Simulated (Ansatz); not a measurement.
Molecule: C3H6O, net charge 0, singlet state. 
Structure (B3LYP-D3(BJ)/def2-TZVP (Ansatz, a program for electronic structure) minimum search):
SMILES: C=CCO
```xyz
10

C      1.6892    -0.3896    -0.5271
C      0.7546     0.1540     0.2425
C     -0.6261     0.4924    -0.2244
O     -1.6295    -0.1713     0.5449
H      1.5002    -0.6114    -1.5719
H      2.6760    -0.6245    -0.1493
H      0.9599     0.3622     1.2888
H     -0.7297     0.2642    -1.2921
H     -0.8254     1.5579    -0.0904
H     -1.4513    -1.1180     0.5094
```
Charge 0, spin multiplicity 1.

CCSD(T) with Ansatz in growing basis sets, 24 correlated electrons. Cores are frozen in the correlated levels unless marked. UHF or UKS for open shells. No spin-orbit coupling. No relativistic terms. Costs are ratios of core time to the smallest set, on shared machines of one kind, and rough; they hold the program's checks for lower states.

| basis | functions | cost over smallest | E(corr) (Eh) | electronic atomisation energy (kcal/mol) |
|---|---|---|---|---|
| cc-pVDZ | 86 | 1× | -0.6583 | 884.8 |
| cc-pVTZ | 204 | 10× | ? | ? |

Task: What does the step to cc-pVTZ buy, and how does its cost grow by formal scaling?

Result: Formally CCSD grows as o²v⁴ and (T) as o³v⁴; with o = 12 and v going from 70 to 188 both grow 52-fold in the last step, while integrals and the mean field grow more slowly. That step adds 146.3 mEh of correlation energy and 48.4 kcal/mol to the atomisation energy. Row: E(corr) (Eh) -0.8046, electronic atomisation energy (kcal/mol) 933.2.
